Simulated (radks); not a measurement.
The nuclear charge of the chromium ion Cr2+ is varied continuously with 22 electrons held in [Ar] 3d4. All-electron calculation, Dirac Kohn-Sham, PBEsol, spin-unpolarised, spherical densities, finite nucleus; open shells are shared between the two j in proportion to 2j + 1; Fermi nuclear charge, rms radius 3.6452 fm. Program: a radial shooting solver on a logarithmic mesh with Libxc functionals. By the Hellmann-Feynman theorem dE/dZ = E(electron-nucleus)/Z, the electronic potential at the nucleus (averaged over a nucleus of fixed radius).

Z = 23: E (hartree) -947.73107; E(electron-nucleus)/Z (hartree) -98.0845; HOMO 3d5/2; e(HOMO) (eV) -8.927; <r> HOMO (bohr) 1.550
Z = 23.2: E (hartree) -967.46066; E(electron-nucleus)/Z (hartree) -99.2108; HOMO 3d5/2; e(HOMO) (eV) -11.282; <r> HOMO (bohr) 1.465
Z = 23.4: E (hartree) -987.41522; E(electron-nucleus)/Z (hartree) -100.334; HOMO 3d5/2; e(HOMO) (eV) -13.857; <r> HOMO (bohr) 1.392
Z = 23.6: E (hartree) -1007.59426; E(electron-nucleus)/Z (hartree) -101.456; HOMO 3d5/2; e(HOMO) (eV) -16.639; <r> HOMO (bohr) 1.330
Z = 23.8: E (hartree) -1027.99738; E(electron-nucleus)/Z (hartree) -102.575; HOMO 3d5/2; e(HOMO) (eV) -19.615; <r> HOMO (bohr) 1.275
Z = 24: E (hartree) -1048.62425; E(electron-nucleus)/Z (hartree) -103.693; HOMO 3d5/2; e(HOMO) (eV) -22.775; <r> HOMO (bohr) 1.226
Z = 24.2: E (hartree) -1069.47463; E(electron-nucleus)/Z (hartree) -104.810; HOMO 3d5/2; e(HOMO) (eV) -26.112; <r> HOMO (bohr) 1.183
Z = 24.4: E (hartree) -1090.54831; E(electron-nucleus)/Z (hartree) -105.926; HOMO 3d5/2; e(HOMO) (eV) -29.619; <r> HOMO (bohr) 1.143
Z = 24.6: E (hartree) -1111.84514; E(electron-nucleus)/Z (hartree) -107.042; HOMO 3d5/2; e(HOMO) (eV) -33.290; <r> HOMO (bohr) 1.107
Z = 24.8: E (hartree) -1133.36500; E(electron-nucleus)/Z (hartree) -108.157; HOMO 3d5/2; e(HOMO) (eV) -37.120; <r> HOMO (bohr) 1.074
Z = 25: E (hartree) -1155.10782; E(electron-nucleus)/Z (hartree) -109.271; HOMO 3d5/2; e(HOMO) (eV) -41.105; <r> HOMO (bohr) 1.044

The central difference of E at Z = 24 is -103.693 hartree, to compare with the third column; the second derivative is -5.59 hartree.
